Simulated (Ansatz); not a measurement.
Relaxation of C$_{2}$H$_{5}$ClSSi (10 atoms, charge 0, multiplicity 1), to a largest force component of 0.02 eV/Å in at most 40 steps.

Computed with RHF/6-31G* (Ansatz 0.2.0).

```xyz
10
Properties=species:S:1:pos:R:3:forces:R:3
Si -1.345 -1.000 -0.097 -1.69 1.80 -0.53
C 0.308 -0.171 -0.126 0.60 2.60 1.03
Cl 1.621 -1.121 -0.759 0.27 -0.53 -0.28
C 0.567 1.100 0.321 -4.84 -2.48 0.06
S 2.005 1.931 0.349 2.20 1.63 0.20
H -2.382 0.022 0.446 0.95 -0.83 -0.33
H -1.780 -1.313 -1.485 0.18 -0.16 0.29
H -1.349 -2.156 0.735 0.06 -0.94 0.54
H -0.348 1.678 0.745 2.20 -1.19 -0.98
H 2.787 0.977 -0.127 0.07 0.10 0.01
```

**Question.** Where does it end, and by what steps?

**Answer.** The run converged. After 6 steps the energy has fallen by 0.445 eV; H10 moved furthest, 0.14 Å.

| step | energy less start (eV) | largest force component (eV/Å) | accepted |
| --- | --- | --- | --- |
| 0 | 0.0000 | 4.838 | yes |
| 1 | -0.3859 | 1.872 | yes |
| 2 | -0.4251 | 0.299 | yes |
| 3 | -0.4383 | 0.280 | yes |
| 4 | -0.4446 | 0.055 | yes |
| 5 | -0.4451 | 0.025 | yes |
| 6 | -0.4451 | 0.009 | yes |

```xyz
10
Properties=species:S:1:pos:R:3
Si -1.403 -0.968 -0.104
C 0.302 -0.174 -0.123
Cl 1.590 -1.182 -0.765
C 0.541 1.055 0.312
S 2.023 1.992 0.393
H -2.341 0.022 0.456
H -1.805 -1.330 -1.474
H -1.386 -2.180 0.732
H -0.293 1.618 0.692
H 2.854 1.097 -0.117
```

Whether the end is a true minimum wasn't checked by a vibrational analysis.

Time of the run: 23 s on 1 thread of Arm Neoverse V1, on a shared host, peak memory 0.2 GiB.
